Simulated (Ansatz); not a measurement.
Born–Oppenheimer molecular dynamics of a periodic cell of 15 atoms, H10SO4 (packed as 4 H2O + 1 SH2, density as packed 0.75 g/cm³ with natural masses). It starts from a partly relaxed structure (largest force component 0.58 eV/Å).

Level of theory: DFT PBE-D3(BJ), scalar-relativistic, plane waves, PAW (Ansatz 0.2.0). Settings: cutoff 420 eV, k mesh 1x1x1, fermi-dirac smearing 0.05 eV, no spin polarisation.

- ensemble: NVT, Langevin thermostat
- time step: 0.5 fs
- steps asked: 300
- set temperature: 300 K
- friction: 0.02 /fs
- seed: 753551

Frames 1 fs apart, positions in Å, forces in eV/Å.

Velocities at 135.0 fs (Å/ps):

```
O -0.64 -5.19 -0.84
H 21.69 -1.62 7.77
H -9.24 10.28 19.69
O -0.41 -0.92 -4.02
H -4.52 25.32 -22.48
H 1.76 1.90 -8.68
O -4.96 -3.77 3.32
H -2.82 -1.34 -0.65
H 6.14 4.63 22.90
O -4.52 -0.21 -2.33
H -17.28 14.35 15.40
H -31.44 -7.15 5.29
S -3.80 -0.15 -1.83
H -18.93 -19.95 -9.54
H 1.77 12.98 14.51
```

```xyz
15
Lattice="6.1622 0.0000 0.0000 0.0000 6.1622 0.0000 0.0000 0.0000 6.1622" Properties=species:S:1:pos:R:3:forces:R:3 time_fs=135.0 energy_less_start_eV=0.648 T=229
O 4.133 3.823 -0.041 1.82 0.18 1.01
H 4.984 4.115 0.466 -1.36 0.12 -0.64
H 4.174 2.875 0.182 -0.57 -0.11 -0.29
O 5.299 0.903 -0.446 -0.66 -1.15 -0.49
H 5.664 1.595 0.082 0.86 1.01 0.62
H 5.395 0.114 0.119 -0.03 0.01 -0.01
O 0.017 4.766 1.574 0.53 1.18 -1.24
H -0.291 4.305 2.370 0.15 -0.25 1.15
H 0.689 5.476 1.766 -0.55 -0.90 0.17
O 5.476 3.195 3.733 1.97 1.16 -0.50
H 5.200 3.699 4.510 -0.41 0.17 0.60
H 4.729 2.667 3.543 -1.70 -1.31 -0.41
S 2.550 1.121 2.402 -0.11 -0.03 0.11
H 3.599 0.344 2.104 0.27 -0.16 -0.38
H 2.473 0.442 3.560 -0.20 0.11 0.29
15
Lattice="6.1622 0.0000 0.0000 0.0000 6.1622 0.0000 0.0000 0.0000 6.1622" Properties=species:S:1:pos:R:3:forces:R:3 time_fs=136.0 energy_less_start_eV=0.616 T=253
O 4.134 3.819 -0.042 2.11 0.75 1.07
H 4.997 4.114 0.471 -1.63 0.04 -0.79
H 4.162 2.885 0.199 -0.57 -0.56 -0.18
O 5.299 0.902 -0.449 -0.45 -0.38 -0.32
H 5.663 1.626 0.061 0.54 0.28 0.23
H 5.395 0.117 0.112 0.07 -0.04 0.21
O 0.013 4.762 1.578 0.90 1.53 -1.07
H -0.296 4.302 2.374 0.09 -0.31 1.15
H 0.693 5.477 1.791 -0.89 -1.21 -0.03
O 5.471 3.195 3.730 0.25 0.78 0.11
H 5.180 3.715 4.527 -0.09 -0.45 -0.32
H 4.691 2.656 3.550 -0.31 -0.33 -0.08
S 2.546 1.121 2.400 -0.10 -0.15 0.27
H 3.582 0.326 2.095 0.23 -0.14 -0.35
H 2.473 0.457 3.577 -0.17 0.20 0.10
15
Lattice="6.1622 0.0000 0.0000 0.0000 6.1622 0.0000 0.0000 0.0000 6.1622" Properties=species:S:1:pos:R:3:forces:R:3 time_fs=137.0 energy_less_start_eV=0.619 T=224
O 4.137 3.815 -0.044 1.97 0.89 0.94
H 4.992 4.113 0.469 -1.51 0.04 -0.71
H 4.144 2.888 0.214 -0.54 -0.68 -0.12
O 5.298 0.901 -0.452 -0.18 0.51 -0.10
H 5.664 1.658 0.046 0.19 -0.56 -0.19
H 5.394 0.120 0.109 0.16 -0.09 0.41
O 0.009 4.760 1.581 0.82 1.36 -0.59
H -0.301 4.300 2.388 0.14 -0.21 0.78
H 0.688 5.470 1.817 -0.88 -1.16 -0.16
O 5.467 3.195 3.728 -1.35 0.31 0.52
H 5.155 3.726 4.542 0.18 -0.89 -0.96
H 4.649 2.639 3.555 1.03 0.57 0.15
S 2.543 1.121 2.398 -0.05 -0.28 0.45
H 3.572 0.312 2.087 0.14 -0.10 -0.28
H 2.467 0.474 3.595 -0.12 0.29 -0.14
15
Lattice="6.1622 0.0000 0.0000 0.0000 6.1622 0.0000 0.0000 0.0000 6.1622" Properties=species:S:1:pos:R:3:forces:R:3 time_fs=138.0 energy_less_start_eV=0.616 T=236
O 4.140 3.812 -0.046 1.31 0.45 0.62
H 4.970 4.113 0.458 -0.93 0.15 -0.34
H 4.120 2.883 0.227 -0.47 -0.36 -0.17
O 5.298 0.900 -0.454 0.03 0.96 0.19
H 5.669 1.685 0.030 -0.07 -1.21 -0.47
H 5.395 0.119 0.113 0.21 0.11 0.40
O 0.006 4.759 1.584 0.35 0.77 0.03
H -0.313 4.301 2.409 0.24 -0.03 0.17
H 0.674 5.452 1.845 -0.54 -0.76 -0.19
O 5.462 3.196 3.728 -2.31 -0.11 0.63
H 5.131 3.727 4.545 0.34 -0.99 -1.13
H 4.618 2.623 3.563 1.84 1.09 0.21
S 2.540 1.121 2.396 0.07 -0.39 0.54
H 3.568 0.302 2.078 0.00 -0.01 -0.18
H 2.461 0.494 3.611 -0.07 0.33 -0.30
15
Lattice="6.1622 0.0000 0.0000 0.0000 6.1622 0.0000 0.0000 0.0000 6.1622" Properties=species:S:1:pos:R:3:forces:R:3 time_fs=139.0 energy_less_start_eV=0.582 T=248
O 4.145 3.809 -0.048 0.04 -0.60 0.08
H 4.936 4.112 0.441 0.18 0.44 0.36
H 4.094 2.871 0.240 -0.34 0.36 -0.32
O 5.298 0.899 -0.457 0.08 0.99 0.29
H 5.671 1.700 0.008 -0.14 -1.43 -0.50
H 5.399 0.120 0.118 0.23 0.31 0.33
O 0.003 4.760 1.587 -0.33 0.00 0.49
H -0.323 4.305 2.432 0.33 0.11 -0.42
H 0.657 5.428 1.870 0.03 -0.13 -0.09
O 5.458 3.196 3.727 -2.40 -0.30 0.48
H 5.110 3.716 4.533 0.38 -0.75 -0.84
H 4.612 2.618 3.573 1.91 1.06 0.08
S 2.538 1.120 2.394 0.20 -0.45 0.48
H 3.567 0.290 2.073 -0.15 0.10 -0.09
H 2.456 0.520 3.622 -0.03 0.30 -0.33
15
Lattice="6.1622 0.0000 0.0000 0.0000 6.1622 0.0000 0.0000 0.0000 6.1622" Properties=species:S:1:pos:R:3:forces:R:3 time_fs=140.0 energy_less_start_eV=0.567 T=241
O 4.149 3.804 -0.049 -1.37 -1.65 -0.58
H 4.905 4.117 0.428 1.38 0.79 1.15
H 4.069 2.858 0.253 -0.15 1.01 -0.45
O 5.298 0.898 -0.460 -0.04 0.66 0.19
H 5.674 1.701 -0.015 -0.04 -1.18 -0.33
H 5.404 0.124 0.125 0.24 0.40 0.27
O -0.001 4.761 1.592 -1.05 -0.75 0.68
H -0.331 4.309 2.450 0.36 0.16 -0.83
H 0.638 5.406 1.895 0.72 0.59 0.09
O 5.452 3.196 3.728 -1.74 -0.38 0.01
H 5.097 3.699 4.511 0.24 -0.23 -0.13
H 4.626 2.623 3.580 1.42 0.63 -0.13
S 2.537 1.119 2.392 0.24 -0.40 0.35
H 3.562 0.280 2.073 -0.19 0.12 -0.05
H 2.455 0.548 3.629 -0.02 0.22 -0.24
15
Lattice="6.1622 0.0000 0.0000 0.0000 6.1622 0.0000 0.0000 0.0000 6.1622" Properties=species:S:1:pos:R:3:forces:R:3 time_fs=141.0 energy_less_start_eV=0.567 T=281
O 4.154 3.799 -0.049 -2.04 -1.91 -1.00
H 4.887 4.130 0.426 1.87 0.89 1.52
H 4.046 2.855 0.259 0.02 1.15 -0.40
O 5.298 0.898 -0.462 -0.30 -0.09 -0.03
H 5.677 1.689 -0.040 0.23 -0.50 0.01
H 5.407 0.131 0.135 0.22 0.47 0.14
O -0.005 4.763 1.598 -1.41 -1.12 0.70
H -0.336 4.312 2.460 0.32 0.12 -0.98
H 0.623 5.393 1.922 1.13 1.02 0.20
O 5.445 3.195 3.729 -0.11 -0.10 -0.67
H 5.088 3.679 4.485 -0.07 0.53 0.94
H 4.658 2.639 3.581 0.13 -0.40 -0.48
S 2.535 1.118 2.390 0.26 -0.33 0.15
H 3.556 0.270 2.072 -0.24 0.14 0.00
H 2.453 0.577 3.632 0.00 0.13 -0.10
15
Lattice="6.1622 0.0000 0.0000 0.0000 6.1622 0.0000 0.0000 0.0000 6.1622" Properties=species:S:1:pos:R:3:forces:R:3 time_fs=142.0 energy_less_start_eV=0.580 T=245
O 4.157 3.793 -0.050 -1.34 -1.23 -0.69
H 4.889 4.151 0.443 1.06 0.40 1.04
H 4.027 2.860 0.260 0.14 0.94 -0.24
O 5.296 0.898 -0.464 -0.52 -0.74 -0.18
H 5.684 1.677 -0.060 0.47 0.13 0.26
H 5.417 0.141 0.147 0.18 0.49 0.02
O -0.010 4.763 1.604 -1.11 -0.81 0.63
H -0.338 4.313 2.457 0.18 -0.04 -0.78
H 0.615 5.391 1.951 0.98 0.89 0.06
O 5.437 3.196 3.730 2.06 0.81 -0.97
H 5.077 3.667 4.468 -0.38 1.04 1.73
H 4.697 2.656 3.569 -1.74 -1.83 -0.93
S 2.533 1.117 2.389 0.26 -0.25 -0.09
H 3.548 0.260 2.067 -0.28 0.16 0.06
H 2.449 0.608 3.635 0.03 0.02 0.07
15
Lattice="6.1622 0.0000 0.0000 0.0000 6.1622 0.0000 0.0000 0.0000 6.1622" Properties=species:S:1:pos:R:3:forces:R:3 time_fs=143.0 energy_less_start_eV=0.566 T=243
O 4.160 3.787 -0.050 -0.25 -0.06 -0.21
H 4.901 4.176 0.466 -0.05 -0.27 0.31
H 4.010 2.870 0.260 0.18 0.46 -0.01
O 5.295 0.896 -0.466 -0.58 -0.93 -0.19
H 5.697 1.669 -0.075 0.56 0.45 0.31
H 5.428 0.155 0.160 0.14 0.37 -0.02
O -0.015 4.763 1.610 -0.28 0.09 0.50
H -0.341 4.312 2.443 0.00 -0.29 -0.28
H 0.617 5.402 1.977 0.34 0.28 -0.32
O 5.431 3.197 3.731 3.07 1.55 -0.74
H 5.063 3.667 4.465 -0.48 0.98 1.75
H 4.723 2.655 3.544 -2.65 -2.54 -1.15
S 2.531 1.116 2.387 0.21 -0.16 -0.26
H 3.538 0.253 2.062 -0.26 0.13 0.09
H 2.449 0.636 3.638 0.05 -0.06 0.20
15
Lattice="6.1622 0.0000 0.0000 0.0000 6.1622 0.0000 0.0000 0.0000 6.1622" Properties=species:S:1:pos:R:3:forces:R:3 time_fs=144.0 energy_less_start_eV=0.480 T=299
O 4.162 3.780 -0.050 0.70 1.10 0.19
H 4.913 4.195 0.494 -0.95 -0.85 -0.34
H 3.995 2.878 0.255 0.17 -0.09 0.24
O 5.293 0.893 -0.467 -0.50 -0.69 -0.14
H 5.712 1.663 -0.086 0.48 0.49 0.17
H 5.440 0.175 0.174 0.11 0.08 0.05
O -0.021 4.763 1.615 0.58 1.06 0.07
H -0.344 4.313 2.423 -0.24 -0.64 0.49
H 0.621 5.418 1.995 -0.27 -0.33 -0.64
O 5.428 3.199 3.732 1.88 1.25 -0.37
H 5.045 3.675 4.479 -0.31 0.34 0.98
H 4.724 2.631 3.510 -1.64 -1.63 -0.74
S 2.529 1.115 2.385 0.16 -0.11 -0.29
H 3.525 0.243 2.056 -0.24 0.10 0.12
H 2.455 0.662 3.646 0.07 -0.08 0.22
15
Lattice="6.1622 0.0000 0.0000 0.0000 6.1622 0.0000 0.0000 0.0000 6.1622" Properties=species:S:1:pos:R:3:forces:R:3 time_fs=145.0 energy_less_start_eV=0.464 T=295
O 4.166 3.772 -0.049 1.26 2.04 0.34
H 4.918 4.210 0.519 -1.41 -1.19 -0.74
H 3.983 2.885 0.252 0.11 -0.64 0.47
O 5.291 0.889 -0.468 -0.21 -0.09 0.08
H 5.732 1.664 -0.096 0.20 0.15 -0.14
H 5.452 0.195 0.190 0.08 -0.18 0.13
O -0.025 4.765 1.621 0.99 1.58 -0.43
H -0.349 4.309 2.409 -0.41 -0.90 1.10
H 0.621 5.428 2.002 -0.52 -0.60 -0.72
O 5.425 3.200 3.735 -0.09 0.32 -0.26
H 5.024 3.681 4.502 -0.06 -0.35 0.10
H 4.709 2.593 3.472 0.07 -0.05 0.02
S 2.527 1.114 2.383 0.18 -0.15 -0.28
H 3.512 0.228 2.048 -0.27 0.14 0.16
H 2.464 0.688 3.656 0.09 -0.09 0.16
15
Lattice="6.1622 0.0000 0.0000 0.0000 6.1622 0.0000 0.0000 0.0000 6.1622" Properties=species:S:1:pos:R:3:forces:R:3 time_fs=146.0 energy_less_start_eV=0.527 T=274
O 4.172 3.766 -0.048 1.42 2.44 0.35
H 4.913 4.215 0.539 -1.48 -1.28 -0.89
H 3.977 2.888 0.255 0.05 -0.93 0.59
O 5.289 0.885 -0.469 0.12 0.18 0.48
H 5.753 1.665 -0.107 -0.07 -0.16 -0.39
H 5.465 0.209 0.210 0.00 -0.15 -0.03
O -0.029 4.766 1.625 0.81 1.40 -0.55
H -0.359 4.296 2.404 -0.32 -0.81 1.14
H 0.615 5.427 2.000 -0.44 -0.52 -0.57
O 5.423 3.203 3.737 -1.55 -0.52 -0.34
H 5.005 3.680 4.526 0.12 -0.82 -0.53
H 4.692 2.553 3.434 1.33 1.24 0.71
S 2.525 1.113 2.382 0.18 -0.16 -0.19
H 3.497 0.214 2.040 -0.28 0.15 0.20
H 2.475 0.714 3.669 0.11 -0.08 0.02
```

Of the whole run (150 fs, mean temperature of the second half 242 K): The mean temperature of the second half is 19 % below the set value. A run of 0.15 ps of so small a system gives no equilibrium averages. Limits of this set-up: coarse k mesh.

Time of the run: 3.3 min on 1 thread of Intel(R) Xeon(R) Platinum 8488C (Sapphire Rapids), on a shared host, peak memory 0.44 GiB.
